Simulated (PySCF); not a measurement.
PySCF input file for FH₅Si₂, SMILES [SiH3][SiH2]F, TDA-LC-ωPBE/def2-SVPD. Coordinates come from a B3LYP-D3(BJ)/def2-TZVP optimisation.

```python
import numpy as np
from pyscf import gto, scf, dft, tdscf

mol = gto.M(
    atom='''
    Si    0.13906372    1.52447202   -0.00000000
    Si   -0.51728008   -0.72857837    0.00000000
    F     0.79133292   -1.67269319   -0.00000000
    H    -1.08279512    2.36693518    0.00000001
    H     0.93899010    1.83480627   -1.20842271
    H     0.93899012    1.83480627    1.20842271
    H    -1.31107614   -1.06241007    1.20577856
    H    -1.31107615   -1.06241007   -1.20577855
    ''',
    basis='def2-SVPD',
    charge=0,
    spin=0,
    symmetry=True,
    max_memory=1600,
    verbose=4,
)
mf = dft.RKS(mol, xc='lc_wpbe').density_fit(auxbasis='def2-universal-jkfit')
mf.grids.level = 3
mf.conv_tol = 1e-9
mf.max_cycle = 100
mf.kernel()
mf.grids = dft.Grids(mol).set(level=1).build(with_non0tab=True)  # coarser grid for the response kernel
td = tdscf.TDA(mf)
td.singlet = True
td.nstates = 10
td.conv_tol = 1e-4
td.kernel(x0=td.get_init_guess(mf, 15))
td.analyze()
tt = tdscf.TDA(mf)
tt.singlet = False
tt.nstates = 4
tt.conv_tol = 1e-4
tt.kernel(x0=tt.get_init_guess(mf, 9))
tt.analyze(verbose=3)
```

It prints:

```
PySCF version 2.14.0

[INPUT] verbose = 4
[INPUT] num. atoms = 8
[INPUT] num. electrons = 42
[INPUT] charge = 0
[INPUT] spin (= nelec alpha-beta = 2S) = 0
[INPUT] symmetry True subgroup None
[INPUT] Mole.unit = angstrom
[INPUT] Symbol           X                Y                Z      unit          X                Y                Z       unit  Magmom
[INPUT]  1 Si     0.139063720000   1.524472020000   0.000000000000 AA    0.262792344663   2.880834602362   0.000000000000 Bohr   0.0
[INPUT]  2 Si    -0.517280080000  -0.728578370000   0.000000000000 AA   -0.977517680893  -1.376813579582   0.000000000000 Bohr   0.0
[INPUT]  3 F      0.791332920000  -1.672693190000   0.000000000000 AA    1.495402492152  -3.160932019525   0.000000000000 Bohr   0.0
[INPUT]  4 H     -1.082795120000   2.366935180000   0.000000010000 AA   -2.046186225816   4.472859244798   0.000000018897 Bohr   0.0
[INPUT]  5 H      0.938990100000   1.834806270000  -1.208422710000 AA    1.774434122678   3.467281341935  -2.283587964605 Bohr   0.0
[INPUT]  6 H      0.938990120000   1.834806270000   1.208422710000 AA    1.774434160472   3.467281341935   2.283587964605 Bohr   0.0
[INPUT]  7 H     -1.311076140000  -1.062410070000   1.205778560000 AA   -2.477574833052  -2.007664064280   2.278591245272 Bohr   0.0
[INPUT]  8 H     -1.311076150000  -1.062410070000  -1.205778550000 AA   -2.477574851949  -2.007664064280  -2.278591226375 Bohr   0.0

nuclear repulsion = 151.717253675376
point group symmetry = Cs
symmetry origin: [ 2.24967397e-09 -1.34980437e-09  8.99869576e-10]
symmetry axis x: [1.00000000e+00 1.11844875e-09 1.20489222e-09]
symmetry axis y: [ 1.11844875e-09 -1.00000000e+00 -1.76493815e-10]
symmetry axis z: [-1.20489222e-09 -1.76493805e-10  1.00000000e+00]
num. orbitals of irrep A' = 72
num. orbitals of irrep A" = 39
number of shells = 49
number of NR pGTOs = 167
number of NR cGTOs = 111
basis = def2-SVPD
ecp = {}


[settings echo left out]
init E= -681.118807091287
HOMO (A') = -0.321534991657491  LUMO (A') = -0.013938794115286  gap/eV = 8.37012
cycle= 1 E= -681.328367305612  delta_E= -0.21  |g|= 0.514  |ddm|= 2.73
HOMO (A') = -0.398172861898995  LUMO (A') = 0.0354215328330714  gap/eV = 11.79870
cycle= 2 E= -681.333428064519  delta_E= -0.00506  |g|= 0.582  |ddm|= 0.875
HOMO (A') = -0.415441182136823  LUMO (A') = 0.0461592603449392  gap/eV = 12.56079
cycle= 3 E= -681.385824454579  delta_E= -0.0524  |g|= 0.0377  |ddm|= 0.361
HOMO (A') = -0.40374092526935  LUMO (A') = 0.0568576637742915  gap/eV = 12.53353
cycle= 4 E= -681.386350385263  delta_E= -0.000526  |g|= 0.0102  |ddm|= 0.114
HOMO (A') = -0.406332495412421  LUMO (A') = 0.0560236982137154  gap/eV = 12.58135
cycle= 5 E= -681.386405739327  delta_E= -5.54e-05  |g|= 0.00162  |ddm|= 0.047
HOMO (A') = -0.406451664881877  LUMO (A') = 0.0559926300209237  gap/eV = 12.58375
cycle= 6 E= -681.386407671583  delta_E= -1.93e-06  |g|= 0.000373  |ddm|= 0.008
HOMO (A') = -0.406505264549894  LUMO (A') = 0.0559757328829367  gap/eV = 12.58475
cycle= 7 E= -681.386407802095  delta_E= -1.31e-07  |g|= 9.23e-05  |ddm|= 0.00152
HOMO (A') = -0.406500049798478  LUMO (A') = 0.0559846833661179  gap/eV = 12.58485
cycle= 8 E= -681.386407809358  delta_E= -7.26e-09  |g|= 1.9e-05  |ddm|= 0.000404
HOMO (A') = -0.406497071158982  LUMO (A') = 0.0559854478732174  gap/eV = 12.58479
cycle= 9 E= -681.386407809679  delta_E= -3.21e-10  |g|= 4.12e-06  |ddm|= 0.000101
HOMO (A') = -0.406497876656454  LUMO (A') = 0.055984976515119  gap/eV = 12.58480
Extra cycle  E= -681.386407809697  delta_E= -1.82e-11  |g|= 1.7e-06  |ddm|= 1.38e-05
converged SCF energy = -681.386407809697
tot grids = 30488


******** <class 'pyscf.tdscf.rks.TDA'> for <class 'pyscf.df.df_jk.DFSymAdaptedRKS'> ********
nstates = 10 singlet
deg_eia_thresh = 1.000e-03
wfnsym = None
conv_tol = 0.0001
eigh lindep = 1e-12
eigh level_shift = 0
eigh max_cycle = 100


Excitation energies (eV)
[6.82211321 7.80068049 8.01342772 8.42595737 8.60924167 8.87614764
 9.07984613 9.28257784 9.40432019 9.47696987]

** Singlet excitation energies and oscillator strengths **
Excited State   1:   A'      6.82211 eV    181.74 nm  f=0.0231
      21 -> 22       -0.67601
      21 -> 24        0.12160
Excited State   2:   A"      7.80068 eV    158.94 nm  f=0.0389
      20 -> 22        0.14741
      21 -> 25       -0.65010
Excited State   3:   A"      8.01343 eV    154.72 nm  f=0.0224
      18 -> 22       -0.21577
      20 -> 22       -0.62407
      21 -> 25       -0.14967
Excited State   4:   A'      8.42596 eV    147.15 nm  f=0.0027
      21 -> 23        0.52367
      21 -> 24       -0.32175
      21 -> 26       -0.30920
Excited State   5:   A'      8.60924 eV    144.01 nm  f=0.3433
      19 -> 22       -0.10418
      21 -> 23       -0.11925
      21 -> 24       -0.51766
      21 -> 26        0.38251
      21 -> 28       -0.10106
Excited State   6:   A'      8.87615 eV    139.68 nm  f=0.2603
      19 -> 22        0.10447
      21 -> 23        0.40663
      21 -> 24        0.21412
      21 -> 26        0.46074
      21 -> 29       -0.14076
Excited State   7:   A"      9.07985 eV    136.55 nm  f=0.0027
      18 -> 22        0.48840
      18 -> 26       -0.17289
      18 -> 28        0.10227
      19 -> 25       -0.31609
      19 -> 27        0.11632
      20 -> 22       -0.17483
      20 -> 26        0.18986
Excited State   8:   A"      9.28258 eV    133.57 nm  f=0.0287
      19 -> 25        0.14831
      20 -> 24       -0.19415
      20 -> 29        0.10419
      21 -> 27       -0.60772
Excited State   9:   A'      9.40432 eV    131.84 nm  f=0.0256
      18 -> 25       -0.17030
      19 -> 22        0.40399
      19 -> 24       -0.37107
      19 -> 28       -0.15128
      20 -> 25        0.31830
Excited State  10:   A"      9.47697 eV    130.83 nm  f=0.0123
      18 -> 22        0.24596
      18 -> 24        0.18422
      18 -> 28        0.20540
      19 -> 25        0.39260
      20 -> 23        0.13211
      20 -> 24       -0.30626
      20 -> 28       -0.13385
      21 -> 27        0.20317

** Transition electric dipole moments (AU) **
state          X           Y           Z        Dip. S.      Osc.
  1         0.3502      0.1257     -0.0000      0.1384      0.0231
  2        -0.0000      0.0000     -0.4510      0.2034      0.0389
  3         0.0000      0.0000     -0.3378      0.1141      0.0224
  4         0.0389     -0.1074     -0.0000      0.0131      0.0027
  5         0.5858      1.1333      0.0000      1.6275      0.3433
  6        -0.2742     -1.0592     -0.0000      1.1971      0.2603
  7        -0.0000      0.0000     -0.1103      0.0122      0.0027
  8         0.0000     -0.0000     -0.3550      0.1260      0.0287
  9        -0.2119      0.2574      0.0000      0.1111      0.0256
 10        -0.0000      0.0000     -0.2302      0.0530      0.0123

** Transition velocity dipole moments (imaginary part, AU) **
state          X           Y           Z        Dip. S.      Osc.
  1         0.0070      0.0262      0.0000      0.0007      0.0020
  2         0.0000     -0.0000     -0.0346      0.0012      0.0028
  3        -0.0000     -0.0000     -0.0390      0.0015      0.0034
  4         0.0209     -0.0403     -0.0000      0.0021      0.0044
  5         0.1505      0.3208      0.0000      0.1256      0.2646
  6        -0.0939     -0.3286      0.0000      0.1168      0.2388
  7         0.0000     -0.0000     -0.0331      0.0011      0.0022
  8         0.0000      0.0000     -0.0959      0.0092      0.0180
  9        -0.0282      0.0720      0.0000      0.0060      0.0115
 10        -0.0000      0.0000     -0.0743      0.0055      0.0106

** Transition magnetic dipole moments (imaginary part, AU) **
state          X           Y           Z
  1         0.0000     -0.0000      0.8325
  2        -0.1747     -0.3291      0.0000
  3         0.7022      1.0382     -0.0000
  4         0.0000      0.0000      0.2544
  5        -0.0000      0.0000     -0.3215
  6        -0.0000     -0.0000     -0.7497
  7        -0.4583     -1.4399      0.0000
  8         0.6411     -0.0306     -0.0000
  9        -0.0000     -0.0000      0.6680
 10        -1.2611      0.8442      0.0000


******** <class 'pyscf.tdscf.rks.TDA'> for <class 'pyscf.df.df_jk.DFSymAdaptedRKS'> ********
nstates = 4 triplet
deg_eia_thresh = 1.000e-03
wfnsym = None
conv_tol = 0.0001
eigh lindep = 1e-12
eigh level_shift = 0
eigh max_cycle = 100


Excitation energies (eV)
[5.83220111 6.56222777 7.37242349 7.37481023]

** Triplet excitation energies and oscillator strengths **
Excited State   1:   A'      5.83220 eV    212.59 nm  f=0.0000
Excited State   2:   A"      6.56223 eV    188.94 nm  f=0.0000
Excited State   3:   A"      7.37242 eV    168.17 nm  f=0.0000
Excited State   4:   A'      7.37481 eV    168.12 nm  f=0.0000
```

Self-consistency was reached.
